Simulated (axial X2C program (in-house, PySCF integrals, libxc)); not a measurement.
Working with the constants of NaBe⁻

A bond curve at the PBE0 level, with spin–orbit coupling, was computed with an in-house relativistic program for diatomic molecules (basis Na dyall-av3z [10s9p5d2f], Be dyall-av3z [9s9p4d2f] (cores contracted in-house)) for the state Ω = 0 (closed shell). Its fit gives Re = 3.2522 Å, ωe = 143.2 cm⁻¹, ωexe = 2.48 cm⁻¹ and αe = 5.734e-03 cm⁻¹; the masses are 22.9898 and 9.0122 u. Two-component means X2C with spin–orbit coupling and atomic mean-field Coulomb and Gaunt terms.

Q: Find the reduced mass, Be and the force constant.

A: From the PBE0 values: μ = 6.4742 u. Be = 16.8576/(μ Re²) = 0.2462 cm⁻¹. k = 5.8918×10⁻⁷ μ ωe² = 0.0782 mdyn/Å.

Q: A Morse curve ties αe to the other constants (Pekeris). How well does that hold?

A: αe(Morse) = 6Be²/ωe × (√(ωexe/Be) − 1) = 5.520e-03 cm⁻¹; the PBE0 curve gives 5.734e-03 cm⁻¹, a ratio of 0.96.

Q: Give B0, the J = 1←0 line in GHz and the most populated J at 300 K (kT = 208.5 cm⁻¹).

A: B0 = Be − αe/2 = 0.2433 cm⁻¹; 2B0 = 14.59 GHz; J(max) ≈ √(kT/2B0) − 1/2 = 20.2, so J = 20.

Q: Estimate the centrifugal constant by the Kratzer relation.

A: D = 4Be³/ωe² = 2.91e-06 cm⁻¹.

Q: Where do the fundamental and the first overtone lie?

A: ν(1←0) = ωe − 2ωexe = 138.2 cm⁻¹; ν(2←0) = 2ωe − 6ωexe = 271.5 cm⁻¹.

One determinant describes the state; a PBE0 search over occupations chose it and may have missed a lower one. PBE0 can misorder states that lie within some tenths of an eV, so this need not be the ground state of the molecule. The nearest other 2c determinant of the search, Ω = 1, lies 0.32 eV up at the distance of the search. The highest occupied level of some functionals is positive through self-interaction error; at Hartree–Fock it is bound. The levels of this run spread widely (ωe from 124 to 155 cm⁻¹), so these constants depend on the method.
